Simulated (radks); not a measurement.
Spherical quantum dot in the effective-mass picture: electrons in a hard-walled sphere of radius 4.18, all in effective atomic units (hartree* = m*/eps^2 hartree, bohr* = eps/m* bohr), one dielectric constant everywhere. Method: non-relativistic Kohn-Sham, r2SCAN, spin-polarised, spherical densities, generalised Kohn-Sham scheme; computed with a radial shooting solver with Libxc functionals. Levels are named by radial order and angular momentum (1s, 1p, 1d, 2s, ...), and open shells are averaged over m.

N = 16, configuration 1s2 1p6 1d(up 5, down 3). This is the lowest configuration that the search found. Occupied levels:

| level | occupation | eigenvalue (hartree*) | <r> (bohr*) |
|---|---|---|---|
| 1s up | 1 | 5.0890 | 2.771 |
| 1s down | 1 | 5.1177 | 2.759 |
| 1p up | 3 | 5.2515 | 2.886 |
| 1p down | 3 | 5.2836 | 2.879 |
| 1d up | 5 | 5.5311 | 2.985 |
| 1d down | 3 | 5.5672 | 2.982 |

Energy (hartree*): total 47.9122, kinetic 13.551, external 0, Hartree 40.281, exchange-correlation -5.9201.

Electron density:

| r (bohr*) | n(r) (e/bohr*^3) |
|---|---|
| 0.223 | 0.004519 |
| 0.535 | 0.006065 |
| 0.847 | 0.009546 |
| 1.16 | 0.01603 |
| 1.47 | 0.02682 |
| 1.78 | 0.04287 |
| 2.10 | 0.06351 |
| 2.41 | 0.08529 |
| 2.72 | 0.1003 |
| 3.03 | 0.09886 |
| 3.34 | 0.07501 |
| 3.66 | 0.03689 |
| 3.97 | 0.006448 |
